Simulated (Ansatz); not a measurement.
Born–Oppenheimer molecular dynamics of BClFH4NO (9 atoms, charge 0, multiplicity 1). It starts at the highest image of a converged band, a first-order saddle point between two minima.

Method: RKS PBE/def2-SVP (Ansatz 0.2.0).

- ensemble: NVE (velocity Verlet)
- time step: 0.5 fs
- steps asked: 200
- starting velocities drawn for: 300 K
- seed: 7343

First frame:

```xyz
9
Properties=species:S:1:pos:R:3
B -0.105 0.262 0.249
N -0.073 0.049 1.795
H -0.755 -0.619 2.166
H 0.858 -0.163 2.175
F 1.091 0.109 -0.381
Cl -1.553 -0.544 -0.569
O -0.429 1.828 0.430
H -1.332 2.011 0.103
H -0.429 1.384 1.510
```

**Question.** How far do the bonds stretch over the last three quarters of this one trajectory? (Pairs bonded in most of those frames.)

**Answer.** 
| bond | mean (Å) | spread (Å) | shortest | longest |
| --- | --- | --- | --- | --- |
| B1–N2 | 1.449 | 0.037 | 1.38 | 1.52 |
| B1–F5 | 1.351 | 0.019 | 1.32 | 1.39 |
| B1–Cl6 | 1.846 | 0.035 | 1.80 | 1.92 |
| N2–H3 | 1.025 | 0.034 | 0.97 | 1.08 |
| N2–H4 | 1.025 | 0.023 | 0.98 | 1.06 |
| O7–H8 | 0.981 | 0.012 | 0.96 | 1.01 |
| O7–H9 | 0.989 | 0.034 | 0.94 | 1.06 |

Mean temperature of the second half: 295 K. The conserved energy stayed within 0.27 meV per atom of its start (net change 0.064 meV per atom), so the integration is sound. A run of 0.1 ps of so small a system gives no equilibrium averages. The orbitals stay closed-shell, which can raise the energy where a bond breaks towards radicals; this wasn't checked here.

Run time: 15 min on 2 threads of Intel(R) Xeon(R) Processor @ 2.50GHz (Skylake/Cascade Lake) (shared host), peak memory 0.14 GiB.
